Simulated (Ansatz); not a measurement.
Input and output for ZnMeI (CH3IZn).

```yaml
crystal:
  periodic: [false, false, false]
  atoms:
    - {symbol: Zn, position_ang: [-0.004490, 0.003133, -1.072600]}
    - {symbol: C, position_ang: [0.003425, -0.002293, 0.862250]}
    - {symbol: H, position_ang: [-0.445101, 0.916560, 1.243970]}
    - {symbol: H, position_ang: [1.026780, -0.073575, 1.234897]}
    - {symbol: H, position_ang: [-0.566635, -0.853215, 1.239291]}
    - {symbol: I, position_ang: [-0.013990, 0.009391, -3.507818]}
basis:
  gaussian: {orbitals: def2-SVPD}
hamiltonian: {xc: {name: wB97}}
```

```sh
$ ansatz run in.yaml --threads 4 --pin off --events-out ev --progress --plain --max-ram 3916MiB
```

Output, abridged:

```
Functional definition: wB97
1121 factors; their error is unknown
405 factors; integrals over basis functions are off by at most 3.8e-5 eV
mean field evaluation 1: about -57602.5989 eV, gradient 4.0e1 eV
mean field evaluation 2: about -57603.1938 eV, gradient 4.1e1 eV
mean field evaluation 4: about -57605.6046 eV, gradient 1.1e0 eV
mean field evaluation 8: about -57605.5718 eV, gradient 1.2e-1 eV
mean field evaluation 16: about -57605.5718 eV, gradient 2.8e-5 eV
mean field -57605.57179663 eV, -2116.9657170674 hartree, gradient 2.8e-5 eV, S^2 0.000000; 0 other end points of the search recorded, 0 dependent functions left out
reference -57605.57177964 eV, -2116.9657164428 hartree; 32, 32 occupied and 81, 81 virtual orbitals, 1121 factors
Total energy: -57605.57177964 eV, -2116.9657164428 hartree
```

Run time 1.4 s (4 threads of INTEL XEON PLATINUM 8581C on a shared host).

In the def2 sets I takes a core potential; there is no spin–orbit coupling.
